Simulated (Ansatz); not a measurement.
Z-matrix (Å, degrees):
```
B
N 1 1.659
C 1 1.547 2 56.0
H 1 1.194 2 111.4 3 109.8
H 1 1.194 2 111.9 3 -110.1
H 2 1.010 1 120.1 3 -103.9
H 2 1.009 1 120.0 3 103.2
O 3 1.353 1 124.8 2 -103.8
F 3 1.367 1 121.9 2 96.5
H 8 0.967 3 108.9 1 158.1
```

Charge 0, multiplicity 1. The bonds changed during the relaxation, so this is another structure than the one it started from.

(1) List the PBE0/def2-TZVPP orbital energies in eV (Ansatz). (An estimate is asked.)

Results:

(1) Computed: Occupied: -674.23, -523.68, -393.03, -282.16, -183.46, -34.37, -29.98, -26.46, -19.34, -16.59, -16.26, -15.10, -14.30, -12.91, -11.83, -11.13, -10.20, -9.42, -8.94, -7.94. Lowest empty: 0.42, 1.30, 1.65, 2.24, 2.81, 3.31, 3.77, 3.89.
